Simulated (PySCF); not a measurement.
A GIAO shielding run with PySCF 2.14 (density fitting, non-relativistic, gas phase) on SMILES Cc1csc(S(=O)(=O)Cl)c1, C$_{5}$H$_{5}$ClO$_{2}$S$_{2}$:

```
$ OMP_NUM_THREADS=1 python probes_run.py task.json out

{"job": {"kind": "nmr", "xc": "PBE0", "basis": "pcSseg-1"}, "charge": 0, "multiplicity": 1}
C     -2.436681    -0.732188    -0.155474
C     -1.160251     0.008499     0.060269
C     -1.056131     1.247242     0.626410
S      0.561495     1.825331     0.712833
C      1.106646     0.383599    -0.027170
S      2.820777     0.180011    -0.289488
O      3.055000    -0.748920    -1.344174
O      3.466563     1.449675    -0.299417
Cl     3.374049    -0.750599     1.437375
C      0.110095    -0.494580    -0.313935
H     -3.265106    -0.214828     0.319377
H     -2.643780    -0.819309    -1.221160
H     -2.363250    -1.737128     0.254997
H     -1.855354     1.858762     0.996309
H      0.281515    -1.447579    -0.778664
```

Hardware: 1 thread of an Arm Neoverse V1, shared host. The job also computes population analyses, field gradients, ring-centre shieldings.

Q: How large is the calculation?

A: 100 electrons, 216 basis functions and 1190 auxiliary functions.

Q: How long does it take, and how much memory does it need?

A: 52 s of wall time, with 15 SCF cycles and 5 response iterations; peak memory 0.97 GiB. Times on a shared host scatter by some tens of per cent.
